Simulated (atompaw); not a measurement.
**Building the PAW (atompaw) potential for osmium (LDA (PW92), scalar-relativistic).**

```json
{
 "Element": "Os (Z = 76)",
 "Generator": "atompaw 4.2.0.5",
 "Type": "PAW",
 "Functional": "LDA (PW92)",
 "Relativity": "scalar-relativistic",
 "Frozen core": "[Kr] 4d10 4f14",
 "Valence charge": "16",
 "Reference configuration": "5s2 5p6 5d6 6s1 6p0 (charge +1)",
 "Partial waves": "5s (bound): rc 1.10 bohr; 6s (bound): rc 1.85 bohr; 5p (bound): rc 2.10 bohr; 6p (bound, empty): rc 2.50 bohr; 5d (bound): rc 2.50 bohr; 5d channel at -0.6 Ry: rc 2.50 bohr",
 "Local potential": "bessel scheme, radius 1.85 bohr",
 "Core correction": "smooth core density matched at 1.35 bohr",
 "Augmentation charge": "sinc compensation charge, radius 1.95 bohr; PAW radius 2.50 bohr; waves and projectors: custom rrkj gramschmidtortho"
}
```

(1) Estimate the cutoffs (Ry, on a coarse ladder) from which the occupation-weighted sum of valence levels, in a spherical-Bessel basis at the reference potential, stays within 10 and 1 mRy of its value at 400 Ry.

(2) What does a ghost test show?

(3) Is the overlap operator S = 1 + Σ q|β⟩⟨β| positive definite (Bessel basis up to 400 Ry)?

Answers

(1) 30 Ry and 80 Ry.

(2) No extra level below or beside the all-electron valence levels (s, p, d, f tested).

(3) Yes: its lowest eigenvalue is 0.11 (s channel).
